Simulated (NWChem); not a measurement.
System: C4H3NS; SMILES C1(=NCS1)C#C

The following NWChem deck was run.

```
start job
memory heap 200 mb stack 900 mb global 1100 mb
geometry units angstroms noautosym nocenter noautoz
  C      0.161540     2.893224     0.000000
  C     -0.060064     1.688483     0.000000
  C     -0.250537     0.281951     0.000000
  N     -1.361265    -0.408628     0.000000
  C     -0.709477    -1.707326     0.000000
  S      1.025076    -0.978471     0.000000
  H      0.340172     3.960104     0.000000
  H     -0.907969    -2.308706     0.911430
  H     -0.907969    -2.308706    -0.911430
end
basis spherical
  * library def2-svp
end
dft
  xc xpbe96 cpbe96
  iterations 150
end
cosmo
  do_cosmo_smd true
  solvent etoac
end
task dft energy
```

NWChem printed, in part:

```
             Northwest Computational Chemistry Package (NWChem) 7.3.0
             --------------------------------------------------------

                             Geometry "geometry" -> ""
                             -------------------------

 Output coordinates in angstroms (scale by  1.889725989 to convert to a.u.)

  No.       Tag          Charge          X              Y              Z
 ---- ---------------- ---------- -------------- -------------- --------------
    1 C                    6.0000     0.16154000     2.89322400     0.00000000
    2 C                    6.0000    -0.06006400     1.68848300     0.00000000
    3 C                    6.0000    -0.25053700     0.28195100     0.00000000
    4 N                    7.0000    -1.36126500    -0.40862800     0.00000000
    5 C                    6.0000    -0.70947700    -1.70732600     0.00000000
    6 S                   16.0000     1.02507600    -0.97847100     0.00000000
    7 H                    1.0000     0.34017200     3.96010400     0.00000000
    8 H                    1.0000    -0.90796900    -2.30870600     0.91143000
    9 H                    1.0000    -0.90796900    -2.30870600    -0.91143000

 Effective nuclear repulsion energy (a.u.)     241.9198746686

  pbe96 is a nonlocal functional; adding pw91lda local functional.

                                 NWChem DFT Module
                                 -----------------

 Summary of "ao basis" -> "ao basis" (spherical)
 ------------------------------------------------------------------------------
       Tag                 Description            Shells   Functions and Types
 ---------------- ------------------------------  ------  ---------------------
 C                          def2-svp                 6       14   3s2p1d
 N                          def2-svp                 6       14   3s2p1d
 S                          def2-svp                 8       18   4s3p1d
 H                          def2-svp                 3        5   2s1p

 in cosmo_initialize ...
 calling solv_data for solv:etoac

 solvent parameters
 solvname_short: etoac
 solvname_long:  ethyl acetate
 dielec:        5.9867
 dielecinf:     1.8832
 nonaqueous SMD model solvent descriptors
 dielec:        5.9867
 sola:          0.0000
 solb:          0.4500
 solc:          0.0000
 solg:         33.6700
 solh:          0.0000
 soln:          1.3723

[...]

                                COSMO-SMD solvation results
                                ---------------------------

             internal energy in gas <Psi(g)|H|Psi(g)> =      -606.351671371480
         internal energy in solvent <Psi(s)|H|Psi(s)> =      -606.350395433459
                               delta internal energy  =         0.001275938021 (    0.80 kcal/mol)
   total free energy in solvent <Psi(s)|H+V/2|Psi(s)> =      -606.360145165987
 polarization energy contribution <Psi(s)|V/2|Psi(s)> =        -0.009749732528 (   -6.12 kcal/mol)
    total free energy in solvent including G(SMD-CDS) =      -606.359844260305
                       G(SMD-CDS) energy contribution =         0.000300905682 (    0.19 kcal/mol)
     1 M fixed-concentration free energy of solvation =        -0.008172888826 (   -5.13 kcal/mol)

                       DFT Final Molecular Orbital Analysis
                       ------------------------------------

 Vector   23  Occ=2.000000D+00  E=-2.547965D-01
              MO Center= -1.3D-01,  1.1D+00,  1.5D-09, r^2= 4.5D+00
   Bfn.  Coefficient  Atom+Function         Bfn.  Coefficient  Atom+Function
  ----- ------------  ---------------      ----- ------------  ---------------
     6      0.376677  1 C  pz                20      0.308219  2 C  pz
     9      0.222238  1 C  pz                48      0.223053  4 N  pz
    23      0.189565  2 C  pz                83     -0.185650  6 S  pz
    34     -0.178790  3 C  pz                80     -0.150015  6 S  pz
    37     -0.146815  3 C  pz                51     -0.143503  4 N  pz

 Vector   24  Occ=2.000000D+00  E=-2.373185D-01
              MO Center= -7.3D-01, -4.9D-01, -3.6D-13, r^2= 2.8D+00
   Bfn.  Coefficient  Atom+Function         Bfn.  Coefficient  Atom+Function
  ----- ------------  ---------------      ----- ------------  ---------------
    46      0.447051  4 N  px                81     -0.354794  6 S  px
    45      0.302008  4 N  s                 49     -0.301753  4 N  px
    78     -0.264717  6 S  px                22      0.210345  2 C  py
    32      0.190158  3 C  px                60      0.172130  5 C  px
    44      0.162635  4 N  s                  3     -0.148555  1 C  s

 Vector   25  Occ=2.000000D+00  E=-2.222710D-01
              MO Center=  3.9D-01, -8.0D-01, -4.4D-11, r^2= 2.5D+00
   Bfn.  Coefficient  Atom+Function         Bfn.  Coefficient  Atom+Function
  ----- ------------  ---------------      ----- ------------  ---------------
    83      0.587922  6 S  pz                80      0.404715  6 S  pz
    48      0.328664  4 N  pz                51     -0.258509  4 N  pz
    77      0.230281  6 S  pz                34     -0.073102  3 C  pz
     6      0.045849  1 C  pz                37     -0.035947  3 C  pz
     9      0.031730  1 C  pz                41     -0.026523  3 C  d  1

 Vector   26  Occ=0.000000D+00  E=-8.962087D-02
              MO Center= -3.5D-01,  7.4D-01,  3.0D-11, r^2= 4.2D+00
   Bfn.  Coefficient  Atom+Function         Bfn.  Coefficient  Atom+Function
  ----- ------------  ---------------      ----- ------------  ---------------
    48      0.376925  4 N  pz                 9     -0.371717  1 C  pz
    51     -0.363625  4 N  pz                34      0.357447  3 C  pz
     6     -0.339384  1 C  pz                37      0.311052  3 C  pz
    83     -0.227695  6 S  pz                23      0.213405  2 C  pz
    20      0.182394  2 C  pz                80     -0.137208  6 S  pz

[...]
```

Level: PBE/def2-SVP, SMD on the gas-phase geometry. Coordinates come from a PBE-D3(BJ)/def2-SVP optimisation. Solvent: ethyl acetate.
